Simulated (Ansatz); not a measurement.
A geometry relaxed with r2SCAN-D4/def2-TZVP in Ansatz (a program for electronic structure), charge 0, multiplicity 1:

```xyz
10

B      0.0135    -0.1446     0.5556
H     -2.0593    -0.8921     0.1613
H      1.2594     0.7159    -1.1102
H     -1.8364     0.8336     0.1403
C     -1.3655    -0.1144    -0.1682
H      1.8300    -0.7746    -0.3688
H      2.0756     0.7234     0.4822
H      0.0417    -0.4476     1.7207
C      1.3577     0.1980    -0.1530
H     -1.3169    -0.0977    -1.2598
```

### Question
Write the SMILES of this molecule.

### Answer
`CBC`
